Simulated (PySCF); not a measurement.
# Electron correlation in Cu (copper, neutral)

[Ar] 3d9 4s1 4p1, one real determinant (an excited configuration). Computed with PySCF 2.14 in def2-TZVPPD, with the non-relativistic Hamiltonian (point nucleus). Frozen: [Ar]; 11 electrons correlated.

| level | correlation energy (mhartree) |
| --- | --- |
| CCSD | -333.11 |
| (T) | -8.95 |
| CCSD(T) | -342.06 |

Diagnostics: T1 = 0.013, D1 = 0.0374, largest double amplitude 0.033.

**Question.** Is a single reference adequate?

**Answer.** Yes: T1 lies below 0.03 and no double amplitude reaches 0.07.

The reference is one real determinant that mixes LS terms of this configuration.
